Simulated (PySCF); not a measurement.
These compounds are isomers of formula C9H14.

A. `InChI=1S/C9H14/c1-8(2)9-6-4-3-5-7-9/h3-4,7-8H,5-6H2,1-2H3`
B. `[C@@H]12[C@@H](C(C)C)[C@@H]1CC=C2`
C. `CC(C)C1=CC[C@@H]2C[C@H]12`
D. `C=C(C)C=C1CC(C)C1`

Spectrum 1. $^{1}$H NMR (500 MHz, computed): δ 5.18 (m, 1H), 2.71 (m, 1H), 2.56 (m, 1H), 2.41 (m, 1H), 1.78 (m, 1H), 1.62 (m, 1H), 1.17 (d, 3H), 1.15 (d, 3H), 0.83 (m, 1H), -0.35 (m, 1H). $^{13}$C{$^{1}$H} NMR (computed): δ 164.9 (C), 126.6 (CH), 40.0 (CH2), 36.1 (CH), 24.8 (CH), 24.7 (CH3), 23.4 (CH3), 19.9 (CH2), 18.7 (CH).

Spectrum 2. $^{1}$H NMR (500 MHz, computed): δ 6.04 (m, 1H), 6.02 (m, 1H), 5.81 (t, 1H), 2.90 (m, 2H), 2.73 (m, 2H), 2.31 (sept, 1H), 1.05 (d, 6H). $^{13}$C{$^{1}$H} NMR (computed): δ 148.7 (C), 131.9 (CH), 131.8 (CH), 124.9 (CH), 42.2 (CH), 31.7 (CH2), 26.9 (CH2), 23.1 (CH3).

Spectrum 3. $^{1}$H NMR (500 MHz, computed): δ 6.24 (m, 1H), 5.51 (m, 1H), 2.75 (m, 1H), 2.45 (m, 1H), 1.66 (m, 1H), 1.40 (m, 1H), 1.09 (d, 3H), 1.05 (d, 3H), 0.56 (m, 1H), -0.37 (m, 1H). $^{13}$C{$^{1}$H} NMR (computed): δ 143.4 (CH), 136.1 (CH), 43.1 (CH), 41.2 (CH2), 36.4 (CH), 35.8 (CH), 25.9 (CH), 24.5 (CH3), 23.8 (CH3).

Spectrum 4. $^{1}$H NMR (500 MHz, computed): δ 6.15 (s, 1H), 5.05 (m, 1H), 4.97 (m, 1H), 3.28 (m, 1H), 3.04 (m, 1H), 2.58 (m, 1H), 2.38 (m, 1H), 2.38 (m, 1H), 1.97 (s, 3H), 1.16 (d, 3H). $^{13}$C{$^{1}$H} NMR (computed): δ 151.0 (C), 145.9 (C), 135.4 (CH), 120.2 (CH2), 40.4 (CH2), 40.1 (CH2), 26.4 (CH), 24.6 (CH3), 23.3 (CH3).

PySCF calculation with structure optimised with GFN2-xTB and GIAO PBE0/pcSseg-1 shieldings; relativity neglected, one computed conformer, one averaged value for each set of equivalent atoms, isolated molecule.

Scale: TMS for $^{1}$H (σ = 31.72 ppm), $^{13}$C (σ = 186.93 ppm) (reference shieldings calculated alike). Where no couplings were computed, multiplicities follow the n + 1 count of equivalent neighbours, and m marks all less simple cases (inequivalent or close neighbours, rings, F or P nearby). Shifts are as computed. Against solution values, carbons near 30 ppm lie about +3 ppm off and those near 130 ppm about +5 ppm. Of 1211 compounds with measured shifts, 218 miss one by over three times the rms of a fit or turn the order of signals round; such compounds aren't used in these exercises.

Problem. Which spectrum belongs to which compound?

Solution. 1–C, 2–A, 3–B, 4–D.

- Spectrum 1 (C): 9 $^{13}$C signals; δC 164.9 is a fully substituted alkene carbon; δC 126.6 is an alkene CH.
- Spectrum 2 (A): 8 $^{13}$C signals; δC 148.7 is a fully substituted alkene carbon; δC 131.9 is an alkene CH.
- Spectrum 3 (B): 9 $^{13}$C signals; δC 143.4 is an alkene CH; δC 136.1 is an alkene CH.
- Spectrum 4 (D): 9 $^{13}$C signals; δC 151.0 is a fully substituted alkene carbon; δC 145.9 is a fully substituted alkene carbon.
